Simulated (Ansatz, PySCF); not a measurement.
CH6SSn, singlet, at a GFN2-xTB geometry (such geometries of metal compounds can be far from the true shape) (all electrons, no relativity). Base run: CASSCF(6,4)/STO-3G in PySCF.

Input for PySCF:
```python
from pyscf import gto, scf, mcscf
import numpy

mol = gto.M(
    atom='''
Sn    0.79773589    0.02719807    0.18916062
S    -1.32729131   -0.49149413   -0.78909694
C    -2.43091280    0.60321321    0.15291360
H     1.95472119   -0.90107364   -0.56520449
H     1.16508736    1.65747594    0.00899683
H     0.79727733   -0.28893287    1.84000072
H    -2.39920844    0.35241087    1.20784028
H    -3.42677562    0.42412319   -0.23751196
H    -2.15575862    1.64071960   -0.00408307
''',
    basis='sto-3g',
    verbose=4,
)

mf = scf.RHF(mol)
mf.kernel()
mc = mcscf.CASSCF(mf, 4, 6)
mc.fix_spin_(ss=0.0)
mc.kernel()
occ = numpy.linalg.eigvalsh(mc.fcisolver.make_rdm1(mc.ci, mc.ncas, mc.nelecas))[::-1]
ss = mc.fcisolver.spin_square(mc.ci, mc.ncas, mc.nelecas)[0]
print('natural occupations', occ.round(4), ' <S^2>', round(ss, 4))
```

Programs used: Ansatz (a program for electronic structure), PySCF; a row that names a program was run with it.

Variants of this job, named by their change:

| change | ΔE vs base (kcal/mol) | natural occupations | <S^2> of the state |
|---|---|---|---|
| base | 0.000 | 2.00 2.00 1.98 0.02 | 0.00 |
| start = MP2 natural orbitals | -5.15 | 2.00 2.00 1.97 0.03 | 0.00 |
| conv_tol = 1e-5 | 0.007 | 2.00 2.00 1.98 0.02 | 0.00 |
| correction = SC-NEVPT2 | -64.0 | 2.00 2.00 1.98 0.02 | 0.00 |
| code = ansatz; correction = SC-NEVPT2, all electrons | -65.6 | - | - |
| orbitals = fixed (CASCI) | 2.56 | 2.00 2.00 1.98 0.02 | 0.00 |
| active space = 6 electrons, 8 orbitals | -25.16 | 1.98 1.97 1.97 0.03 0.02 0.02 0.00 0.00 | 0.00 |
| state_average = 2 states | 0.542 | - | - |
| code = ansatz | -5.15 | - | - |
| fix_spin_ = off | 0.000 | 2.00 2.00 1.98 0.02 | 0.00 |
| orbitals = fixed (CASCI); correction = SC-NEVPT2 | -64.1 | 2.00 2.00 1.98 0.02 | 0.00 |

Active orbitals are taken around the Fermi level unless the row says otherwise; CASSCF can end in different local minima, and two programs can end on different orbitals. State-averaged rows give the lowest state.
